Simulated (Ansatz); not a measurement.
SiH2Cl2O, singlet: at the end structure of a reaction step.

in.yaml

```yaml
crystal:
  periodic: [false, false, false]
  atoms:
    - {symbol: Si, position_ang: [0.006052, -0.339126, 0.158642]}
    - {symbol: Cl, position_ang: [1.674181, -0.832085, -0.910003]}
    - {symbol: Cl, position_ang: [-1.616811, -0.901921, -0.944721]}
    - {symbol: H, position_ang: [0.007880, -1.052368, 1.440329]}
    - {symbol: O, position_ang: [-0.031393, 1.247394, 0.489280]}
    - {symbol: H, position_ang: [-0.039908, 1.878006, -0.233427]}
basis:
  gaussian: {orbitals: def2-TZVPP}
hamiltonian: {xc: {name: wB97X-V}}
```

Run by:

```bash
ansatz run in.yaml --threads 2 --pin off --events-out ev --progress --plain --max-ram 4352MiB
```

The run's output (Ansatz 0.2.0):

```
Functional definition: wB97X-V
  name "wB97X-V"
  cite "Mardirossian & Head-Gordon, Phys. Chem. Chem. Phys. 16, 9904 (2014) doi:10.1039/C3CP54374A"
  cite "Becke, J. Chem. Phys. 107, 8554 (1997) doi:10.1063/1.475007"
  cite "Vydrov & Van Voorhis, J. Chem. Phys. 133, 244103 (2010) doi:10.1063/1.3521275"
  parameter omega = 0.3/bohr
  parameter cx = 0.167
  parameter cx1 = 0.603
  parameter cx2 = 1.194
  parameter css0 = 0.556
  parameter css1 = -0.257
  parameter cos0 = 1.219
  parameter cos1 = -1.850
  parameter b = 6.0
  parameter c = 0.01
  exchange = spin_sum(e_x_unif_sr(omega)*poly(b97_u_x, 1 - cx, cx1, cx2)) + cx*exact_x_sr(omega) + exact_x_lr(omega)
  correlation = spin_sum(e_c_pw_same_spin*poly(b97_u_same, css0, css1))
      + integral(e_c_pw_opposite_spin*poly(b97_u_opposite, cos0, cos1)) + vv10(b, c)
1180 factors; their error is unknown
203 factors; integrals over basis functions are off by at most 2.7e-5 eV
mean field evaluation 1: about -34999.5974 eV, gradient 4.7e1 eV
mean field evaluation 2: about -34998.9724 eV, gradient 5.2e1 eV
mean field evaluation 4: about -35003.1716 eV, gradient 1.4e0 eV
mean field evaluation 8: about -35003.2255 eV, gradient 1.8e-1 eV
mean field -35003.22554481 eV, -1286.3448127332 hartree, gradient 6.3e-5 eV, S^2 0.000000; 0 other end points of the search recorded, 0 dependent functions left out
reference -35003.22554315 eV, -1286.3448126725 hartree; 29, 29 occupied and 156, 156 virtual orbitals, 1180 factors
Total energy: -35003.22554315 eV, -1286.3448126725 hartree
```

The run took about 6.5 s on 2 CPU threads of an Arm Neoverse V2 (shared host).
